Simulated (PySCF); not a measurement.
C₈H₁₄N (charge +1).
SMILES with atom numbers: `[CH:1]#[C:2][C@@H:3]1[CH2:4][CH2:5][CH2:6][N+:7]1([CH3:8])[CH3:9]` (hydrogens: H10 on C1; H11 on C3; H12, H13 on C4; H14, H15 on C5; H16, H17 on C6; H18, H19, H20 on C8; H21, H22, H23 on C9)

The calculation used PBE0-D3(BJ)/def2-SVP geometry optimisation, gas phase in PySCF.

Q: Give the optimised bond lengths and angles.

A: 
```
                  bond  length (Å)
                 C1≡C2       1.210
                 C2–C3       1.448
                 C3–C4       1.532
                 C4–C5       1.541
                 C5–C6       1.527
                 C6–N7       1.503
                 N7–C8       1.489
                 N7–C9       1.483
                 C3–N7       1.531
                C1–H10       1.078
                C3–H11       1.103
                C4–H12       1.098
                C4–H13       1.097
                C5–H14       1.098
                C5–H15       1.098
                C6–H16       1.099
                C6–H17       1.098
C8–H18, C8–H19, C8–H20       1.096
C9–H21, C9–H22, C9–H23       1.097
```

Bonds in one row agree within 0.01 Å and their mean is given. A selection of angles:
```
   angle  degrees
C1–C2–C3    177.9
C2–C3–C4    117.0
C2–C3–N7    112.8
C4–C3–N7    103.9
C3–C4–C5    105.0
C4–C5–C6    105.5
C5–C6–N7    105.4
C6–N7–C8    110.5
C6–N7–C9    112.5
C8–N7–C9    109.5
C3–N7–C6    101.4
C3–N7–C8    111.4
C3–N7–C9    111.3
```

Torsions: C2–C3–C4–C5 -153° (antiperiplanar); C3–C4–C5–C6 3° (synperiplanar); C4–C5–C6–N7 23° (synperiplanar); C5–C6–N7–C8 78° (synclinal); C2–C3–N7–C6 170° (antiperiplanar).

The 4 C–N bonds span 1.483 Å (N7–C9, drawn single) to 1.531 Å (C3–N7, drawn single), a spread of 0.048 Å. The 5 C–C bonds span 1.210 Å (C1≡C2, drawn triple) to 1.541 Å (C4–C5, drawn single), a spread of 0.331 Å. Of the pairs four or more bonds apart, C2···H20 is among the closest relative to their van der Waals radii: 2.56 Å, 88 % of the sum of Bondi's values. The 5-membered ring C3–C4–C5–C6–N7 has internal angles of 101.4° to 105.5°; it is puckered, 0.19 Å rms from its mean plane, widest ring torsion 42°. N7 (ammonium nitrogen) is distorted tetrahedral (angles from 101.4° to 112.5°).

Point group: C1 (no symmetry element, even within 0.4 Å). Whether it is a minimum is left open (no frequencies).

One conformer stands for the species.
